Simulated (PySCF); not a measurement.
**A single-point calculation**

Sm2S3 (singlet in the valence; each metal's 4f electrons, 5 of them, lie in its core potential, out of spins and levels). PySCF 2.14.0, RKS CAM-B3LYP, Sm lcecp-1-SVP with ECP51, S def2-SVP; non-relativistic Hamiltonian with scalar-relativistic core potentials where named; density fitting; no spin-orbit coupling. Purpose: level CAM-B3LYP.

```python
mol = gto.M(atom='''
Sm    -0.34192    -0.58059     2.44563
Sm    -0.34192    -0.58059    -2.44563
S     -0.81259    -1.37980    -0.00000
S      0.85812     1.45710     2.67261
S      0.85812     1.45710    -2.67261''',
    basis={'Sm': 'lcecp-1-SVP', 'S': 'def2-SVP'},
    ecp={'Sm': 'lcecp-1-SVP'},
    charge=0, spin=0)
mf = dft.RKS(mol, xc='CAMB3LYP')
mf.grids.atom_grid = (75, 302)  # f atoms: unpruned, at least (60, 302)
mf = mf.density_fit()  # fitting sets: Sm AutoAux, S def2-universal-JKFIT
mf.conv_tol = 1e-08; mf.max_cycle = 55
mf.kernel(dm0)  # dm0: converged density of the relaxed state
mf.nuc_grad_method().kernel()
```

Run from Python with OMP_NUM_THREADS=2; the lines above give its settings. Where DIIS fails, smearing, a level shift and second-order steps follow.
It took 11 s on 2 threads of Arm Neoverse V2, on a shared host, from an already converged density.

(1) Where do the frontier levels lie, over both spins?

(2) What are the Mulliken charges and spins?

(3) What forces act on the atoms (eV/Å)?

The geometry was relaxed with BP86 (Sm lcecp-1-SVP with ECP51, S def2-SVP).

An lcecp potential fixes the number of 4f electrons, so in runs with it no electron can move into or out of that shell.

Results:

(1) HOMO -6.60 eV, LUMO -1.72 eV. The 4f levels lie in the core potential and are missing.

(2) 
```
atom  charge (e)  spin (e)
 Sm1       0.649     0.000
 Sm2       0.649     0.000
  S3      -0.634     0.000
  S4      -0.333     0.000
  S5      -0.333     0.000
```
The spin of the 4f electrons in the core isn't counted.

(3) 
```
Sm   0.26  0.44 -0.12
Sm   0.26  0.44  0.12
S   -0.07 -0.12  0.00
S   -0.22 -0.38  0.06
S   -0.22 -0.38 -0.06
```
Forces carry noise of the integration grid, about 0.01 to 0.03 eV/Å.
